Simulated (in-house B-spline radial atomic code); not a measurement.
The numbers below are computed, except where a source is named.
Weak and strong correlation along the adiabatic connection

Two-electron singlets in several external potentials (atomic units), by full CI in B-splines with partial waves to l = 8 (correlation energies up to 0.6 % small). The repulsion is scaled by λ at fixed density; W(λ) is the mean repulsion less the Hartree energy, W(0) = E_x, and the area under W from 0 to 1 is E_xc.

Relative drop (W(λ) − E_x)/E_x:

| system | λ = 0.12 | λ = 0.25 | λ = 0.4 | λ = 0.6 | λ = 0.8 | λ = 1 |
| --- | --- | --- | --- | --- | --- | --- |
| −V exp(−r²/w²), V = 4.57, w = 2.64 | 0.0156 | 0.0312 | 0.0478 | 0.0676 | 0.0852 | 0.1010 |
| −Z/r, Z = 0.5, wall at 8 bohr | 0.0407 | 0.0758 | 0.1081 | 0.1416 | 0.1674 | 0.1880 |
| ω²r²/2 − Z/r, ω = 0.123, Z = 0.7 | 0.0280 | 0.0542 | 0.0802 | 0.1091 | 0.1331 | 0.1533 |
| −Z exp(−kr)/r, Z = 9.14, k = 3.15 | 0.0023 | 0.0047 | 0.0075 | 0.0111 | 0.0147 | 0.0182 |
| ω²r²/2, ω = 2.81 | 0.0091 | 0.0186 | 0.0289 | 0.0419 | 0.0540 | 0.0653 |
| ω²r²/2 − Z/r, ω = 0.0986, Z = 0.5 | 0.0351 | 0.0666 | 0.0966 | 0.1287 | 0.1543 | 0.1753 |
| −Z/r, Z = 3.51, wall at 1.3 bohr | 0.0051 | 0.0105 | 0.0165 | 0.0243 | 0.0317 | 0.0389 |

Problem. Order the systems by how far second-order (GL2) theory, half the initial slope (estimated from the first points of each curve), overshoots the correlation energy, least first.
A. −Z exp(−kr)/r, Z = 9.14, k = 3.15
B. ω²r²/2, ω = 2.81
C. −V exp(−r²/w²), V = 4.57, w = 2.64
D. ω²r²/2 − Z/r, ω = 0.123, Z = 0.7
E. −Z/r, Z = 3.51, wall at 1.3 bohr
F. −Z/r, Z = 0.5, wall at 8 bohr
G. ω²r²/2 − Z/r, ω = 0.0986, Z = 0.5

Solution. A (GL2/E_c = 1.03), E (GL2/E_c = 1.07), B (GL2/E_c = 1.12), C (GL2/E_c = 1.22), D (GL2/E_c = 1.41), G (GL2/E_c = 1.53), F (GL2/E_c = 1.64).

Problem. What else changes along this order?

Solution. The ratio follows the bend of the curve. With it the leading natural occupation goes from 1.999 to 1.876 and −T_c/E_c from 0.97 to 0.62 between the first and the last.
